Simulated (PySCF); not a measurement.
C3H5FOSi, SMILES [Si@H](CF)(O)C#C. Heavy atoms are numbered as in [CH:1]#[C:2][Si@H:3]([OH:4])[CH2:5][F:6]. Hydrogens are named by the atom that carries them.

The structure is a stationary point at PBE0-D3(BJ)/def2-SVP. The structure was generated by enumeration; whether it is a known compound was not checked. Other conformers were not sampled.

Computed with PySCF with PBE0/pcSseg-1.

GIAO shieldings, no solvent; atoms alike by connectivity are averaged. δ = σ(ref) − σ: ¹³C against TMS (σ = 186.3 ppm); ²⁹Si against TMS (σ = 352.7 ppm); ¹⁷O against H2O (σ = 334.2 ppm); ¹⁹F against CFCl3 (σ = 167.2 ppm); ¹H against TMS (σ = 31.56 ppm), references at their B3LYP-D3(BJ)/def2-TZVP geometries, non-relativistic.

Problem. Estimate the chemical shifts. (The exact figures need the calculation; the answer reports its results.)

Solution. 
```json
[
 {"nucleus": "¹³C", "atoms": "C1 (CH)", "count": "1", "δ (ppm)": "105.6"},
 {"nucleus": "¹³C", "atoms": "C2", "count": "1", "δ (ppm)": "90.2"},
 {"nucleus": "¹³C", "atoms": "C5 (CH2)", "count": "1", "δ (ppm)": "76.6"},
 {"nucleus": "²⁹Si", "atoms": "Si3 (SiH)", "count": "1", "δ (ppm)": "-33.9"},
 {"nucleus": "¹⁷O", "atoms": "O4 (OH)", "count": "1", "δ (ppm)": "26.4"},
 {"nucleus": "¹⁹F", "atoms": "F6", "count": "1", "δ (ppm)": "-316.2"},
 {"nucleus": "¹H", "atoms": "H on Si3", "count": "1", "δ (ppm)": "5.29"},
 {"nucleus": "¹H", "atoms": "H on C5", "count": "2", "δ (ppm)": "4.87"},
 {"nucleus": "¹H", "atoms": "H on C1", "count": "1", "δ (ppm)": "2.72"},
 {"nucleus": "¹H", "atoms": "H on O4", "count": "1", "δ (ppm)": "1.28"}
]
```
